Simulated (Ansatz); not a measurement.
nitrogen atom (N), quartet; PBE0/def2-TZVP run with Ansatz (an electronic-structure program).

Here is a job for Ansatz.
Ansatz 0.2 input:
```yaml
crystal:
  periodic: [false, false, false]
  atoms:
    - {symbol: N, position_ang: [0.00000000, 0.00000000, 0.00000000]}
basis:
  gaussian:
    orbitals: def2-TZVP
    nuclear_model: gaussian
hamiltonian:
  xc: pbe0
magnetization: {spin_polarized: true, initial_magnetization: 3}
```

Output, abridged:

```
Functional definition: PBE0
155 factors; their error is unknown
mean field evaluation 1: about -1484.0641 eV, gradient 6.3e0 eV
mean field evaluation 2: about -1484.1584 eV, gradient 3.4e0 eV
mean field evaluation 4: about -1484.2057 eV, gradient 5.1e-3 eV
mean field evaluation 8: about -1484.2127 eV, gradient 1.1e-4 eV
mean field -1484.21266239 eV, -54.5438093073 hartree, gradient 8.8e-6 eV, S^2 3.752998; 0 other end points of the search recorded, 0 dependent functions left out
reference -1484.21267939 eV, -54.5438099321 hartree; 5, 2 occupied and 26, 29 virtual orbitals, 155 factors
Total energy: -1484.21267939 eV, -54.5438099321 hartree
```
